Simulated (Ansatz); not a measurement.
`FC1=C[C@H](F)[C@H]1F` and `FC1=CC(F)(F)C1F` differ in one atom or group.

Ansatz, PBE0-D4/def2-TZVP geometries, multiplicity 1. 

| property | `FC1=C[C@H](F)[C@H]1F` |
| --- | --- |
| HOMO–LUMO gap (PBE0/def2-TZVPP) / eV | 7.85 |
| size of the dipole moment (ωB97M-V/def2-TZVPP) / D | 1.19 |
| LUMO energy (PBE/def2-TZVPP) / eV | -1.54 |
| HOMO energy (PBE/def2-TZVPP) / eV | -7.11 |
| HOMO–LUMO gap (PBE/def2-TZVPP) / eV | 5.56 |
| LUMO energy (ωB97M-V/def2-TZVPP) / eV | 1.65 |

Problem. Give the same properties after the change, and the shifts. (Best estimate.)

Solution. Ansatz gave: 
```
                                          property  `FC1=CC(F)(F)C1F`  shift
              HOMO–LUMO gap (PBE0/def2-TZVPP) / eV               7.99   0.14
size of the dipole moment (ωB97M-V/def2-TZVPP) / D               2.10   0.91
                 LUMO energy (PBE/def2-TZVPP) / eV              -1.84  -0.30
                 HOMO energy (PBE/def2-TZVPP) / eV              -7.48  -0.37
               HOMO–LUMO gap (PBE/def2-TZVPP) / eV               5.64   0.08
             LUMO energy (ωB97M-V/def2-TZVPP) / eV               1.37  -0.28
```

With PBE0 the HOMO falls by 0.45 eV and the LUMO falls by 0.30 eV, so the gap widens by about 0.15 eV. PBE moves the HOMO by -0.37 eV and ωB97M-V by -0.47 eV. Dipoles are sizes alone; their direction can turn.
